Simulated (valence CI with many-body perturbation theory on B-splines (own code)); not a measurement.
Os LXIV: electric-dipole lines

Level of theory: relativistic CI+MBPT: three valence electrons over a frozen Dirac-Fock core [Ne], radial functions for each j: 11 s, 11 p, 10 d, 8 f, 5 g, 2 h, with the one-electron correlation potential Σ1, the two-electron term Σ2, the three-electron term Σ3, Breit, model QED; selected CI, second order for the rest, scaled by the run's own slope (own B-spline code, finite nucleus).

No measured spectrum was set against this ion. As an estimate, large intervals hold to a few tenths of a per cent, small ones and those within an open d or f shell to about a per cent.

Lines 101 to 150 of 591 in falling wavelength, among levels below 257.57 Ry, chosen from the strongest by gf and those to the six lowest levels. Wavelengths and rates use the calculated energies. Electric multipoles are in the length gauge, E1 and E2 with the static RPA response of the core. Weak lines are less certain than strong ones. Lines between different terms over intervals too small for the method are left out, as are lines whose strength nearly cancels. The highest levels of a list are the least certain.

Levels are named by their leading jj configuration (3d3/2^4 stands for four electrons in 3d with j = 3/2), which in mixed levels can hold well under half, so a name can repeat and another be missing. Letters in brackets count levels of one name in rising energy.

```
λ vac (nm)                          Upper                          Lower   A (s⁻¹)  log gf  Branch %
     3.998          (3p1/2 3d5/2^2) J=9/2  (3p1/2 3p3/2 3d5/2) J=7/2 [b]  2.60e+11   -0.21      56.0
     3.988     (3s 3p1/2 3d5/2) J=5/2 [a]         (3s 3p1/2 3p3/2) J=5/2  9.84e+09   -1.85       3.1
     3.985  (3p3/2 3d3/2 3d5/2) J=3/2 [a]      (3p3/2^2 3d3/2) J=3/2 [a]  1.06e+11   -0.99       2.3
     3.980          (3d3/2 3d5/2^2) J=9/2  (3p3/2 3d3/2 3d5/2) J=7/2 [b]  4.27e+10   -0.99       1.8
     3.980  (3p3/2 3d3/2 3d5/2) J=5/2 [b]      (3p3/2^2 3d3/2) J=3/2 [a]  1.97e+11   -0.55       4.3
     3.975         (3s 3d3/2 3d5/2) J=1/2     (3s 3p3/2 3d3/2) J=1/2 [b]  2.54e+11   -0.92       5.7
     3.971      (3p3/2 3d5/2^2) J=5/2 [b]          (3p3/2^2 3d5/2) J=3/2  2.11e+11   -0.52       6.8
     3.971      (3d3/2 3d5/2^2) J=7/2 [a]  (3p3/2 3d3/2 3d5/2) J=5/2 [b]  1.43e+11   -0.57       5.5
     3.953  (3p3/2 3d3/2 3d5/2) J=3/2 [c]      (3p3/2^2 3d3/2) J=3/2 [b]  1.85e+11   -0.76       3.9
     3.941      (3d3/2 3d5/2^2) J=7/2 [b]  (3p3/2 3d3/2 3d5/2) J=9/2 [b]  9.10e+10   -0.77       3.7
     3.938     (3s 3p1/2 3d5/2) J=5/2 [b]     (3s 3p1/2 3p3/2) J=3/2 [b]  1.77e+11   -0.61      61.6
     3.934     (3s 3d3/2 3d5/2) J=5/2 [b]     (3s 3p3/2 3d3/2) J=3/2 [b]  1.65e+11   -0.64       4.2
     3.934      (3p3/2 3d5/2^2) J=5/2 [a]          (3p3/2^2 3d5/2) J=7/2  1.17e+11   -0.79       4.4
     3.934             (3s 3d5/2^2) J=9/2     (3s 3p3/2 3d5/2) J=7/2 [a]  2.97e+11   -0.16      40.9
     3.933                (3d5/2^3) J=5/2      (3p3/2 3d5/2^2) J=5/2 [b]  3.75e+11   -0.28      34.6
     3.932          (3d3/2^2 3d5/2) J=3/2          (3p3/2 3d3/2^2) J=1/2  9.59e+10   -1.05       2.1
     3.929             (3s 3d5/2^2) J=3/2         (3s 3p3/2 3d5/2) J=1/2  1.84e+11   -0.77      17.5
     3.923          (3p1/2^2 3d5/2) J=5/2     (3s 3p1/2 3d3/2) J=3/2 [a]  6.17e+10   -1.07      17.2
     3.923  (3p1/2 3d3/2 3d5/2) J=5/2 [a]  (3p1/2 3p3/2 3d3/2) J=3/2 [a]  1.44e+11   -0.70      30.7
     3.920      (3d3/2^2 3d5/2) J=5/2 [a]      (3p3/2 3d3/2^2) J=3/2 [a]  1.72e+11   -0.62       4.0
     3.911      (3p3/2 3d5/2^2) J=7/2 [a]          (3p3/2^2 3d5/2) J=7/2  9.78e+10   -0.75       4.0
     3.911          (3d3/2^2 3d5/2) J=9/2          (3p3/2 3d3/2^2) J=7/2  3.10e+11   -0.15       8.0
     3.907  (3p1/2 3p3/2 3d5/2) J=5/2 [a]          (3p1/2 3p3/2^2) J=5/2  1.39e+11   -0.72       7.5
     3.905      (3p3/2 3d5/2^2) J=7/2 [a]          (3p3/2^2 3d5/2) J=9/2  7.99e+10   -0.84       3.3
     3.896          (3d3/2^2 3d5/2) J=7/2          (3p3/2 3d3/2^2) J=7/2  7.73e+10   -0.85       1.9
     3.894                (3d5/2^3) J=5/2      (3p3/2 3d5/2^2) J=7/2 [b]  1.60e+11   -0.66      14.8
     3.893      (3d3/2 3d5/2^2) J=7/2 [b]  (3p3/2 3d3/2 3d5/2) J=5/2 [c]  8.67e+10   -0.80       3.5
     3.892             (3s 3d5/2^2) J=7/2     (3s 3p3/2 3d5/2) J=7/2 [b]  1.60e+11   -0.54      18.1
     3.890  (3p3/2 3d3/2 3d5/2) J=5/2 [d]      (3p3/2^2 3d3/2) J=3/2 [b]  3.43e+11   -0.33       7.4
     3.887      (3d3/2 3d5/2^2) J=5/2 [b]  (3p3/2 3d3/2 3d5/2) J=5/2 [c]  1.38e+11   -0.73       5.5
     3.880          (3p1/2 3d5/2^2) J=5/2  (3p1/2 3p3/2 3d5/2) J=7/2 [b]  7.10e+10   -1.02      12.0
     3.880         (3s 3p3/2 3d5/2) J=1/2             (3s 3p3/2^2) J=1/2  4.01e+11   -0.74      48.9
     3.878         (3s 3p1/2 3d5/2) J=3/2     (3s 3p1/2 3p3/2) J=3/2 [b]  7.08e+10   -1.20       9.7
     3.878          (3d3/2^2 3d5/2) J=7/2          (3p3/2 3d3/2^2) J=5/2  2.45e+11   -0.36       6.0
     3.875     (3s 3p3/2 3d5/2) J=5/2 [a]             (3s 3p3/2^2) J=5/2  2.41e+11   -0.49      26.6
     3.875      (3p1/2 3p3/2 3d5/2) J=1/2          (3p1/2 3p3/2^2) J=1/2  3.33e+11   -0.82      24.0
     3.874          (3p3/2 3d5/2^2) J=9/2          (3p3/2^2 3d5/2) J=7/2  2.25e+11   -0.30       8.5
     3.872  (3p1/2 3d3/2 3d5/2) J=5/2 [b]  (3p1/2 3p3/2 3d3/2) J=3/2 [b]  1.62e+11   -0.66       5.4
     3.870  (3p1/2 3d3/2 3d5/2) J=3/2 [a]  (3p1/2 3p3/2 3d3/2) J=1/2 [a]  9.40e+10   -1.07      21.2
     3.868                (3d5/2^3) J=9/2          (3p3/2 3d5/2^2) J=9/2  3.73e+11   -0.08      44.0
     3.868          (3p3/2 3d5/2^2) J=9/2          (3p3/2^2 3d5/2) J=9/2  3.21e+11   -0.14      12.1
     3.868      (3d3/2 3d5/2^2) J=3/2 [b]  (3p3/2 3d3/2 3d5/2) J=1/2 [b]  2.07e+11   -0.73       7.9
     3.868  (3p1/2 3d3/2 3d5/2) J=7/2 [a]  (3p1/2 3p3/2 3d3/2) J=5/2 [a]  1.74e+11   -0.50      55.5
     3.866     (3s 3d3/2 3d5/2) J=3/2 [b]     (3s 3p3/2 3d3/2) J=3/2 [b]  1.68e+11   -0.82       4.4
     3.863      (3p1/2 3d3/2 3d5/2) J=9/2      (3p1/2 3p3/2 3d3/2) J=7/2  2.25e+11   -0.30      73.2
     3.860  (3p3/2 3d3/2 3d5/2) J=7/2 [c]          (3p3/2^2 3d3/2) J=5/2  4.88e+11   -0.06      10.8
     3.854      (3d3/2^2 3d5/2) J=5/2 [b]      (3p3/2 3d3/2^2) J=3/2 [b]  3.12e+11   -0.38       7.0
     3.852                (3d5/2^3) J=3/2          (3p3/2 3d5/2^2) J=1/2  2.42e+11   -0.67      23.3
     3.852          (3d3/2^2 3d5/2) J=1/2          (3p3/2 3d3/2^2) J=1/2  2.50e+11   -0.95       5.4
     3.850      (3d3/2 3d5/2^2) J=5/2 [b]  (3p3/2 3d3/2 3d5/2) J=7/2 [c]  1.20e+11   -0.79       4.8
```

Problem. How does gf follow from A for the line at 3.920 nm?

Solution. gf = 1.4992 × (2J+1)_upper × A / σ², with σ = 2551221 cm⁻¹ and 2J+1 = 6: gf = 0.238.
